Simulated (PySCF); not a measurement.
CH₃AlF₂.

```xyz
7

Al     0.0497     0.0435     0.0003
C     -1.4815    -1.1332    -0.0383
H     -1.2742    -2.0135    -0.6695
H     -2.3790    -0.6313    -0.4308
H     -1.7075    -1.5098     0.9732
F     -0.0049     1.6045    -0.5645
F      1.5165    -0.4502     0.6037
```

The structure is a stationary point at B3LYP-D3(BJ)/def2-SVP. The isomer is the one that the SMILES or the coordinates give; other isomers of the formula were not compared.

All values below come from B3LYP/pcSseg-1 (PySCF). Non-relativistic, no solvent.

Computed absolute GIAO shielding of each atom: isotropic value and principal components (ppm):
```
atom  σ(iso)    σ11    σ22    σ33   span
----  ------  -----  -----  -----  -----
Al1    438.7  374.3  404.0  537.7  163.5
C2     199.1  194.1  197.1  206.1   12.0
H3      31.5   27.1   28.3   39.1   12.0
H4      31.6   26.9   28.5   39.6   12.7
H5      31.5   27.0   28.3   39.1   12.1
F6     323.0  228.3  303.6  437.2  209.0
F7     324.9  232.0  302.6  440.1  208.1
```
